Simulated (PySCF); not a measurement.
## IH₃: from structure and modes to constants

Computed with PySCF, PBE0, basis I def2-TZVP with ECP28, H def2-TZVP (scalar-relativistic core potentials, no spin–orbit coupling, density fitting).

The singlet minimum has C2v symmetry. Masses (u): I 126.90447, H 1.00782.

```xyz
4
charge 0 multiplicity 1, angstrom
I     0.0000    0.0000   -0.0169
H     0.0000    0.0000    1.6069
H     1.8080    0.0000    0.2602
H    -1.8080    0.0000    0.2602
```

Harmonic wavenumbers (cm⁻¹): 834.6 (b1, ×1), 947.5 (a1, ×1), 1158.4 (b2, ×1), 1373.7 (b2, ×1), 1586.7 (a1, ×1), 2209.2 (a1, ×1).

(1) Find the principal moments of inertia and the rotational constants. What kind of rotor is it?

(2) What is the harmonic zero-point energy?

(3) Find the vibrational entropy and heat capacity at 298.15 K.

(4) Give the standard entropy (298.15 K, 1 bar) by its translational, rotational, vibrational and spin parts, and Cp.

## Answers

(1) About the centre of mass I = 2.775, 6.5889, 9.3639 u Å². With B = 16.8576/I this gives 6.075, 2.558, 1.8 cm⁻¹. The molecule is an asymmetric top with κ = -0.65.

(2) Half the sum of all 6 wavenumbers, 8110/2 = 4055 cm⁻¹, which is 48.5 kJ/mol (1 cm⁻¹ = 0.0119627 kJ/mol).

(3) With u = 1.43878 ω/T, each mode gives S = R[u/(eᵘ−1) − ln(1−e⁻ᵘ)] and C = R u² eᵘ/(eᵘ−1)².
| ω (cm⁻¹) | u | S (J/(mol K)) | C (J/(mol K)) |
| --- | --- | --- | --- |
| 834.6 | 4.027 | 0.76 | 2.49 |
| 947.5 | 4.572 | 0.48 | 1.83 |
| 1158.4 | 5.590 | 0.21 | 0.98 |
| 1373.7 | 6.629 | 0.08 | 0.48 |
| 1586.7 | 7.657 | 0.03 | 0.23 |
| 2209.2 | 10.661 | 0.00 | 0.02 |
The sums over all modes are S = 1.6 and C = 6.0 J/(mol K); the softest mode gives 48 % of the entropy.

(4) Sackur–Tetrode with M = 129.93 u gives 169.6; rotation with symmetry number 2 gives 64.1; vibration 1.6; spin R ln 1 = 0.0. The total is 235.3 J/(mol K), and Cp = 4 R + 6.0 = 39.3 J/(mol K).
